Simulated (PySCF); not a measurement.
Input file for PySCF: R-M06-2X/def2-TZVPP on CH4SeTe (SMILES C[Te][SeH]), a point of a torsion scan. Elements past Kr take the def2 small-core potentials; no spin–orbit coupling.

```python
from pyscf import gto, dft

mol = gto.M(
    atom='''
    C    -0.95616466   -0.24167585    0.01412925
    Te    0.02520901    1.67398718   -0.18496116
    Se    2.34040148    0.72304828    0.13812836
    H    -0.64964074   -0.90335236   -0.78649023
    H    -2.02080583   -0.06605139   -0.05133714
    H    -0.72227944   -0.68963758    0.97145178
    H     2.05191379   -0.56900498   -0.43129288
    ''',
    basis='def2-tzvpp',
    ecp={'Te': 'def2-tzvpp'},
    charge=0, spin=0, verbose=4, max_memory=1800)
mf = dft.RKS(mol, xc='m062x').density_fit(auxbasis='def2-universal-jkfit')
mf.grids.level = 4
mf.conv_tol = 1e-9
mf.max_cycle = 150
mf.kernel()
mf.dip_moment()
```

The log:

```
PySCF version 2.14.0

[INPUT] verbose = 4
[INPUT] num. atoms = 7
[INPUT] num. electrons = 68
[INPUT] charge = 0
[INPUT] spin (= nelec alpha-beta = 2S) = 0
[INPUT] symmetry False subgroup None
[INPUT] Mole.unit = angstrom
[INPUT] Symbol           X                Y                Z      unit          X                Y                Z       unit  Magmom
[INPUT]  1 C     -0.956164660000  -0.241675850000   0.014129250000 AA   -1.806889337388  -0.456701167421   0.026700412846 Bohr   0.0
[INPUT]  2 Te     0.025209010000   1.673987180000  -0.184961160000 AA    0.047638124771   3.163377306233  -0.349525936082 Bohr   0.0
[INPUT]  3 Se     2.340401480000   0.723048280000   0.138128360000 AA    4.422717818727   1.366363224038   0.261024770435 Bohr   0.0
[INPUT]  4 H     -0.649640740000  -0.903352360000  -0.786490230000 AA   -1.227643077960  -1.707088554380  -1.486251134346 Bohr   0.0
[INPUT]  5 H     -2.020805830000  -0.066051390000  -0.051337140000 AA   -3.818769569624  -0.124819037247  -0.097013134618 Bohr   0.0
[INPUT]  6 H     -0.722279440000  -0.689637580000   0.971451780000 AA   -1.364910327004  -1.303226151408   1.835777807421 Bohr   0.0
[INPUT]  7 H      2.051913790000  -0.569004980000  -0.431292880000 AA    3.877555094318  -1.075263575714  -0.815025422675 Bohr   0.0

nuclear repulsion = 294.017857275429
number of shells = 67
number of NR pGTOs = 305
number of NR cGTOs = 185
basis = def2-tzvpp
ecp = {'Te': 'def2-tzvpp'}


******** <class 'pyscf.df.df_jk.DFRKS'> ********
method = DFRKS
initial guess = minao
damping factor = 0
level_shift factor = 0
DIIS = <class 'pyscf.scf.diis.CDIIS'>
diis_start_cycle = 1
diis_space = 8
diis_damp = 0
SCF conv_tol = 1e-09
SCF conv_tol_grad = None
SCF max_cycles = 150
direct_scf = False
XC library pyscf.dft.libxc version 7.1.2
    S. Lehtola, C. Steigemann, M. J. T. Oliveira, and M. A. L. Marques,  SoftwareX 7, 1–5 (2018)
XC functionals = m062x
    Y. Zhao and D. G. Truhlar,  Theor. Chem. Acc. 120, 215 (2008)
    Y. Zhao and D. G. Truhlar,  Theor. Chem. Acc. 120, 215 (2008)
radial grids:
    Treutler-Ahlrichs [JCP 102, 346 (1995); DOI:10.1063/1.469408] (M4) radial grids

becke partition: Becke, JCP 88, 2547 (1988); DOI:10.1063/1.454033
pruning grids: <function nwchem_prune>
grids dens level: 4
symmetrized grids: False
atomic radii adjust function: <function treutler_atomic_radii_adjust>
small_rho_cutoff = 0
Set gradient conv threshold to 3.16228e-05
Initial guess from minao.
tot grids = 153216
******** <class 'pyscf.df.df.DF'> ********
auxbasis = def2-universal-jkfit
init E= -2667.3739071553
  HOMO = -0.571286213292283  LUMO = -0.539465715601144  gap/eV = 0.86588
cycle= 1 E= -2707.98557668985  delta_E= -40.6  |g|= 3.18  |ddm|= 28.2
  HOMO = -0.0032888229694378  LUMO = 0.0533413044443466  gap/eV = 1.54098
cycle= 2 E= -2705.55629962434  delta_E= 2.43  |g|= 3.95  |ddm|= 14.2
  HOMO = -0.1896851336926  LUMO = -0.0608826209365887  gap/eV = 3.50489
cycle= 3 E= -2709.76826104751  delta_E= -4.21  |g|= 0.801  |ddm|= 12.1
  HOMO = -0.204229545109229  LUMO = -0.0632389238843942  gap/eV = 3.83655
cycle= 4 E= -2709.97157224645  delta_E= -0.203  |g|= 0.508  |ddm|= 1.52
  HOMO = -0.233944365036096  LUMO = -0.0308282526501751  gap/eV = 5.52707
cycle= 5 E= -2710.0272095987  delta_E= -0.0556  |g|= 0.135  |ddm|= 0.476
  HOMO = -0.249799106092415  LUMO = -0.0360828097835528  gap/eV = 5.81552
cycle= 6 E= -2710.03268199382  delta_E= -0.00547  |g|= 0.0365  |ddm|= 0.16
  HOMO = -0.251699518903612  LUMO = -0.0345150995574585  gap/eV = 5.90989
cycle= 7 E= -2710.033078297  delta_E= -0.000396  |g|= 0.0197  |ddm|= 0.0696
  HOMO = -0.251051087690916  LUMO = -0.0336019238734214  gap/eV = 5.91709
cycle= 8 E= -2710.03316309587  delta_E= -8.48e-05  |g|= 0.00453  |ddm|= 0.0179
  HOMO = -0.25092720444191  LUMO = -0.0333575040407619  gap/eV = 5.92037
cycle= 9 E= -2710.03317042055  delta_E= -7.32e-06  |g|= 0.00147  |ddm|= 0.00701
  HOMO = -0.250907476683071  LUMO = -0.0333395038258764  gap/eV = 5.92033
cycle= 10 E= -2710.03317159854  delta_E= -1.18e-06  |g|= 0.000623  |ddm|= 0.00319
  HOMO = -0.250921522037162  LUMO = -0.033342846007543  gap/eV = 5.92062
cycle= 11 E= -2710.03317194554  delta_E= -3.47e-07  |g|= 0.000196  |ddm|= 0.00211
  HOMO = -0.250922133659756  LUMO = -0.0333426072190589  gap/eV = 5.92064
cycle= 12 E= -2710.03317200872  delta_E= -6.32e-08  |g|= 8.2e-05  |ddm|= 0.000993
  HOMO = -0.25091780769218  LUMO = -0.0333400879918044  gap/eV = 5.92059
cycle= 13 E= -2710.0331720196  delta_E= -1.09e-08  |g|= 2.35e-05  |ddm|= 0.00048
  HOMO = -0.25091901145567  LUMO = -0.0333421580516889  gap/eV = 5.92057
cycle= 14 E= -2710.03317202037  delta_E= -7.7e-10  |g|= 1.28e-05  |ddm|= 0.000125
  HOMO = -0.250918270686759  LUMO = -0.0333414153369634  gap/eV = 5.92057
Extra cycle  E= -2710.03317202042  delta_E= -4.82e-11  |g|= 8.5e-06  |ddm|= 2.52e-05
converged SCF energy = -2710.03317202042
Dipole moment(X, Y, Z, Debye): -1.51581, -1.11704, -0.21350
```

The run converged.

Cost: roughly 40 core-seconds.
